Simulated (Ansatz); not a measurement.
Which level was it?

MoO3 has 4 atoms, charge 0, and is taken as a singlet. As SMILES, `[O]=[Mo](=[O])=[O]`. Geometry: relaxed at PBE0-D4/def2-TZVP.

```xyz
4

O    -0.9680   -0.1498    1.2625
Mo   -0.1381   -0.3365   -0.2003
O     1.5070   -0.6076    0.0888
O    -0.3452    1.0336   -1.1714
```

Orbital energies are those of the mean-field step.

A calculation with Ansatz 0.2.0 gave:

```
total energy  : -293.4904 Eh
dipole moment : 5.05 D
HOMO energy   : -9.03 eV
LUMO energy   : -4.71 eV
HOMO–LUMO gap : 4.32 eV
largest force : 0.125 eV/Å
```

Question: Which of these levels gave the numbers?
A. PBE0/def2-SVP (core potential)
B. HF/STO-3G
C. CCSD/ANO-RCC-VDZ (sfX2C)
D. MP2/def2-SVPD (core potential)

Answer: A. The others give -292.9722 Eh (MP2/def2-SVPD (core potential)), -4271.3171 Eh (CCSD/ANO-RCC-VDZ (sfX2C)), -4157.4937 Eh (HF/STO-3G).
